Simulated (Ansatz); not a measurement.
Basis-set series for CH$_{3}$BZn. Charge 0, multiplicity 1. The bonds changed during the relaxation, so this is another structure than the one it started from. The geometry is a stationary point of PBE0-D4/def2-TZVP.

```xyz
6

B     0.546   -0.353   -0.155
C    -0.243    0.570    0.545
Zn   -0.803   -1.212   -1.773
H     1.545   -0.950   -0.377
H    -1.275    0.849    0.384
H     0.232    1.096    1.376
```

| functional | basis | functions | energy (Eh) | HOMO (eV) | LUMO (eV) |
| --- | --- | --- | --- | --- | --- |
| PBE0-D4 | def2-SVP | 74 | -1843.43882 | -6.14 | -2.06 |
| PBE0-D4 | def2-QZVPP | 304 | -1843.81602 | -6.32 | -2.32 |
| ωB97M-V | def2-SVP | 74 | -1843.63255 | -8.37 | -0.26 |
| ωB97M-V | def2-QZVPP | 304 | -1844.01247 | -8.54 | -0.62 |

**Question.** Give the rows for def2-TZVPP. (Estimate.)

**Answer.** Ansatz gave: 
```json
{"functional": "PBE0-D4", "basis": "def2-TZVPP", "functions": "168", "energy (Eh)": "-1843.76994", "HOMO (eV)": "-6.31", "LUMO (eV)": "-2.30"}
{"functional": "ωB97M-V", "basis": "def2-TZVPP", "functions": "168", "energy (Eh)": "-1843.96797", "HOMO (eV)": "-8.53", "LUMO (eV)": "-0.53"}
```

Scalar relativity is left out up to krypton.
